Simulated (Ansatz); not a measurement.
Energy difference R1 + R2 → P1, each structure at its B3LYP-D3(BJ)/def2-TZVP stationary point, reached from a drawn start (curvature not checked).
R1: H2 (SMILES [H][H]), charge 0, multiplicity 1.
P1, C2H4 (SMILES C=C) (charge 0, multiplicity 1):
```csv
atom,x (Å),y (Å),z (Å)
C,-0.6611,-0.0392,-0.0047
C,0.6611,0.0392,0.0047
H,-1.2848,0.8354,0.1353
H,-1.1749,-0.9815,-0.1527
H,1.2848,-0.8354,-0.1353
H,1.1749,0.9815,0.1527
```
R2: C2H2 (SMILES C#C), charge 0, multiplicity 1.

P less R. No zero-point or thermal terms.

Correlated levels freeze the cores.

The values were computed with Ansatz (Gaussian orbitals). Each number belongs to the level named beside it.

Total energies in hartree:

```tsv
structure	PBE/def2-TZVPP	r2SCAN/def2-TZVPP	CCSD(T)/cc-pVQZ
R1	-1.166122	-1.171285	-1.173794
P1	-78.501587	-78.562463	-78.461629
R2	-77.251947	-77.307162	-77.209138
```

### Question
Work out the reaction energy at each level in kJ/mol (1 hartree = 2625.49964 kJ/mol), and say how far PBE/def2-TZVPP lies from CCSD(T)/cc-pVQZ.

### Answer
- PBE/def2-TZVPP: (-78.501587) − (-1.166122) − (-77.251947) = -0.083518 hartree = -219.3 kJ/mol
- r2SCAN/def2-TZVPP: (-78.562463) − (-1.171285) − (-77.307162) = -0.084016 hartree = -220.6 kJ/mol
- CCSD(T)/cc-pVQZ: (-78.461629) − (-1.173794) − (-77.209138) = -0.078697 hartree = -206.6 kJ/mol
PBE/def2-TZVPP less CCSD(T)/cc-pVQZ: -12.7 kJ/mol. CCSD(T)/cc-pVQZ is the level counted from, the highest shown, and no exact or measured value.

Ansatz is a first-principles code.
